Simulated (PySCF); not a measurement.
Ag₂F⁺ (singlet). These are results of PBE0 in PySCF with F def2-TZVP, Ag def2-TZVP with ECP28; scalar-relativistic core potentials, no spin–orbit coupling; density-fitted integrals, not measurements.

Harmonic bands of its minimum:

```tsv
ω (cm⁻¹)	IR (km/mol, summed over degenerate members)	degeneracy
79	44.9	2
154	0.0	1
489	132	1
```

Question: The central atom is F. Infer the point group and assign the bands.

Answer: D∞h. The modes span πu + σg+ + σu+: 79 πu, 154 σg+, 489 σu+. The computed geometry has F–Ag 2.106 Å (×2); Ag–F–Ag 180.0°.

Only a few start shapes were tried, so a lower isomer may exist.
